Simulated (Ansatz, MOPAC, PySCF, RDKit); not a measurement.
Torsion N1–Si2–O3–H6 in H3NOSi (SMILES N[Si]O); at each angle all else is relaxed with GFN2-xTB, and the levels are single points there.
Geometry at 180° (charge 0, multiplicity 1):
```xyz
6

N     -0.975    -0.070     0.187
Si     0.344    -1.037     0.675
O      1.501    -0.152    -0.121
H     -1.928    -0.244     0.451
H     -0.867     0.744    -0.404
H      2.420    -0.393    -0.086
```

On the grid 0° to 330°, 90° is the highest and 180° the lowest point at MP2/CBS(cc-pV(T+d)Z, cc-pV(Q+d)Z) + ΔCCSD(T)/cc-pV(T+d)Z.

The state reached by PM6, PM7 isn't checked; PM7 holds dispersion and hydrogen-bond terms.

Programs: Ansatz (a program for electronic structure); MOPAC for PM6, PM7 (differences of heats of formation); PySCF for the dispersion terms; RDKit for the force fields. Values without a source in brackets are computed.

**Question.** One of these levels gives 5.52 kcal/mol for the energy at 90° less that at 180°. Which?
A) PM7
B) UFF
C) PBE-D3(BJ)/def2-TZVPP
D) PM6

**Answer.** C, PBE-D3(BJ)/def2-TZVPP. The others give 23.26 (UFF), -4.29 (PM6), 1.92 (PM7)
